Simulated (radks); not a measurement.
Results of a calculation; reference values are marked as such.
Q: The chlorine ion Cl5+, 12 electrons, occupied as [Ne] 3s2. Code: a radial shooting solver on a logarithmic mesh with Libxc functionals. Model: Dirac Kohn-Sham, PBE, spin-unpolarised, spherical densities, finite nucleus; Fermi nuclear charge, rms radius 3.3654 fm. Some entries of the table are withheld. Estimate them.

orbital  occ.  eigenvalue (eV)  <1/r> (bohr^-1)
1s1/2       2              (1)            16.68
2s1/2       2        -336.9118            3.331
2p1/2       2              (2)              (3)
2p3/2       4              (4)              (5)
3s1/2       2         -89.4140            1.068

A: 
(1) 1s1/2 eigenvalue (eV): -2839.570
(2) 2p1/2 eigenvalue (eV): -277.4522
(3) 2p1/2 <1/r> (bohr^-1): 3.244
(4) 2p3/2 eigenvalue (eV): -275.7284
(5) 2p3/2 <1/r> (bohr^-1): 3.220
